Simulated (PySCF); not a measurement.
CH3ClZn, SMILES [CH3][Zn][Cl] at its PBE0/def2-SVP optimised geometry (Å):

```
6

Zn     0.1028     0.1829     0.0000
Cl     2.2204     0.1829     0.0000
C     -1.8275     0.1842    -0.0032
H     -2.2204     0.5532     0.9567
H     -2.2186    -0.8320    -0.1651
H     -2.2161     0.8320    -0.8039
```

Calculation: PBE0/def2-TZVP (PySCF).

Map of the HOMO amplitude (bohr^(-3/2)) on the plane z = 0.6 Å; orbital energy -8.58 eV, overall sign arbitrary:

```
|44444444444444444444444444444|
|44444444444444444444444444444|
|44444444444444444444444444444|
|44444444444444444444444444444|
|44444444444444444444444444444|
|44444444444444444444444444444|
|44444444444444444444444444444|
|44444444444444444444444444444|
|44444334444555444444444444444|
|44433333445555554444444444444|
|44333333456666554433444554444|
|44333222357777654333345555444|
|43332100368887654322246655444|
|43332100379987654321246765544|
|43332100379987654321246765544|
|44332211368887654322346655444|
|44333222456776654333345555444|
|44333333455666554433444544444|
|44433333445555544444444444444|
|44444334444555444444444444444|
|44444444444444444444444444444|
|44444444444444444444444444444|
|44444444444444444444444444444|
|44444444444444444444444444444|
|44444444444444444444444444444|
|44444444444444444444444444444|
|44444444444444444444444444444|
|44444444444444444444444444444|
|44444444444444444444444444444|
```
Scale: ten equal steps from -0.103 (start of '0') to 0.133 (end of '9'), in the order '0123456789'; x runs from -4.50 to 4.50, y from -4.50 (bottom) to 4.50 (top).
